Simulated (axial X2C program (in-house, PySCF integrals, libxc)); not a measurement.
The numbers below are computed, except where a source is named.
## VS⁺: input and output

Program: an in-house relativistic program for diatomic molecules.

Input:
```json
{"zs": [23, 16], "q": 1, "bas": ["dyall-cv3z", "dyall-av3z"], "levels": ["PBE0", "HF", "PBE"], "cc": true, "r0": 2.06, "thr": -2.0, "nmax": 90, "npts": 10, "nst": 2, "ntry": 6}
```
```bash
python so2c.py task.json out
```

Keys: zs atomic numbers; q charge; bas basis sets; levels methods; cc coupled cluster on or off; r0 starting distance in Å; thr threshold in hartree for freezing inner shells (an s shell follows its p shell); nmax most natural virtual spinors; npts points on the curve; nst determinants followed; ntry starts of the search. HF also brings MP2.

Output of the PBE0 step, spin-free, at R = 2.022 Å for the state M_S = 1, Λ = 0. It starts from the PBE0 orbitals of the search at 2.060 Å.

```
spin-free X2C-1e  PBE0
basis functions 178  fitting functions 957  grid points 5080
iter        total energy     max residual
   1      -1344.146703227     2.86e+00
   2      -1347.904298342     6.92e-02
   3      -1347.899267511     9.12e-02
   4      -1347.899764236     5.42e-02
   5      -1347.960082429     4.27e-03
   6      -1347.960321274     1.25e-03
   7      -1347.960357711     2.86e-04
   8      -1347.960364536     3.96e-04
   9      -1347.960373724     7.46e-05
  10      -1347.960375295     2.94e-05
  11      -1347.960375390     1.53e-05
  12      -1347.960375405     6.62e-06
  13      -1347.960375407     1.07e-06
  14      -1347.960375407     2.01e-07
converged
one-electron -2037.93934233  Coulomb 664.66137019  exact exchange -17.37771833  xc functional -53.61389048  nuclear repulsion 96.30920555
```
Energies are in hartree; totals compare only within one Hamiltonian and basis. The determinant is spin-polarised beyond a pure state at some levels (its spin-free form has ⟨S²⟩ too high), which makes Re and μ there less reliable.
